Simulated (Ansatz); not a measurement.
Caution, from a PySCF single point (B3LYP-D3(BJ)/def2-TZVP) at this geometry: the restricted solution is unstable towards spin-unrestricted or complex orbitals, so a lower solution exists and this singlet may not be the ground state. This singlet is an excited state, 1.10 eV above the relaxed triplet at the level B3LYP/cc-pVTZ // B3LYP-D3(BJ)/def2-TZVP (Ansatz, a program for electronic structure).

A geometry relaxed with B3LYP-D3(BJ)/def2-TZVP run with Ansatz, charge 1, multiplicity 1:

```xyz
4

C     -0.7482    -0.2870     0.2536
H     -1.5480     0.0949    -0.3897
O      1.7098     0.1508     0.0911
C      0.5865     0.0414     0.0450
```

### Question
Write the SMILES of this molecule.

### Answer
`C#C[O+]`
